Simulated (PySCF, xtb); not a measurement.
C₄H₇BO, SMILES C#CCB(C)O.

GFN2-xTB (xtb) at its own geometry gives an orbital gap of 5.46 eV and a dipole moment of 0.63 D.

Geometry optimised at B3LYP-D3(BJ)/def2-SVP. This is a generated structure with no PubChem entry under its InChIKey; it may be hypothetical. Other conformers were not sampled.

Q: What does HF/def2-TZVP in PySCF give? (The exact figures need the calculation; the answer reports its results.)

A: gap 13.45 eV (levels -10.48 and 2.96 eV), dipole 1.11 D.
